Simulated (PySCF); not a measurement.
**Indirect couplings**

Geometry (Å), atoms numbered from 1 in this order:
```xyz
17

C    -0.256    2.081    0.012
C    -0.735    0.644    0.161
C     0.349   -0.417   -0.069
Ge   -0.402   -2.231    0.016
Ge    1.877   -0.261    1.165
H     0.499    2.343    0.770
H    -1.089    2.791    0.120
H     0.201    2.247   -0.977
H    -1.174    0.508    1.166
H    -1.565    0.470   -0.548
H     0.764   -0.309   -1.087
H    -0.884   -2.530    1.451
H     0.653   -3.280   -0.383
H    -1.610   -2.336   -0.938
H     2.776    0.943    0.818
H     1.349   -0.086    2.604
H     2.738   -1.538    1.101
```

Indirect spin–spin couplings were computed at B3LYP/pcJ-1 (pcSseg-1 on Ge) (without the spin–dipole term) (PySCF) on a PBE0-D3(BJ)/def2-SVP structure, for the isolated molecule, without vibrational or relativistic corrections. Couplings are averaged over pairs made equivalent by symmetry, fast rotation or ring inversion, so a value needn't be that of the named pair in this geometry, while other rotamers aren't included; one pair stands for each set, and the list holds those of at least 0.8 Hz over up to four bonds.

Isotopes: 13C, 1H.

| pair | bonds | J (Hz) |
| --- | --- | --- |
| C1, C2 | 1 | 36.7 |
| C1, H6 | 1 | ? |
| C2, C3 | 1 | 32.9 |
| C2, H9 | 1 | 132.5 |
| C3, H11 | 1 | 134.3 |
| C1, C3 | 2 | -0.9 |
| C1, H9 | 2 | -3.3 |
| C2, H6 | 2 | -3.2 |
| C2, H11 | 2 | ? |
| C3, H9 | 2 | -2.0 |
| C3, H12 | 2 | 7.0 |
| H6, H7 | 2 | ? |
| H9, H10 | 2 | -14.7 |
| H12, H13 | 2 | 10.1 |
| C1, H11 | 3 | ? |
| C2, H12 | 3 | ? |
| C3, H6 | 3 | ? |
| H6, H9 | 3 | 8.7 |
| H9, H11 | 3 | 10.4 |
| H11, H12 | 3 | 2.9 |

Problem. Estimate the withheld couplings, with signs.

Solution. 
- 1J(C1,H6) = 132.2 Hz (bond length 1.102 Å, sp3 carbon)
- 2J(C2,H11) = -3.6 Hz (angle at C3 110°)
- 2J(H6,H7) = -13.8 Hz
- 3J(C1,H11) = 3.0 Hz (dihedral angle 59°)
- 3J(C2,H12) = 2.9 Hz (mean over equivalent pairs that range from -0.5 to 7.7 Hz in this conformer)
- 3J(C3,H6) = 6.8 Hz (mean over equivalent pairs that range from 2.5 to 14.0 Hz in this conformer)

Relativistic effects of the heavier atoms present are left out.
